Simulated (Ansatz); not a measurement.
Consider the ligand exchange at the Si–C bond: `O[SiH2]CBS` + `N#CN` → `N#CN[SiH2]O` + `CBS`.

Computed with Ansatz on PBE0-D4/def2-TZVP structures; ΔE is electronic, products minus reactants. CCSD(T)/CBS is the MP2 limit (def2-TZVPP, def2-QZVPP) plus CCSD(T) − MP2 in def2-TZVPP, frozen cores. This one scheme is used for every species. DFT in def2-TZVPP. B3LYP here is the variant with VWN-RPA as its local correlation; programs differ in this. One conformer a species, not always the lowest.

| level | ΔE (eV) |
| --- | --- |
| B3LYP-D4 | -0.62 |
| ωB97M-V | -0.59 |
| B2PLYP | -0.66 |
| B3LYP | -0.67 |
| HF/def2-TZVPP | -0.75 |
| CCSD/def2-TZVPP | -0.63 |
| SCS-MP2/def2-QZVPP | -0.65 |
| MP2/CBS(def2) | -0.62 |

(1) What does CCSD(T)/CBS give? (Estimate.)

Largest T1 diagnostic among the species: 0.014.

## Answers

(1) Ansatz gave: -0.61 eV. The listed levels differ from it by -0.01, 0.02, -0.05, -0.06, -0.14, -0.02, -0.04, -0.01 eV.

In def2-TZVPP, CCSD(T) changes the Hartree–Fock value by +0.14 eV (the triples alone add +0.02 eV) and MP2 by +0.13 eV. The D4 term adds +0.04 eV with B3LYP and +0.03 eV with PBE0; it sums over pairs of atoms, weighted by their polarisabilities, and B3LYP, whose exchange is more repulsive, gets the larger term.
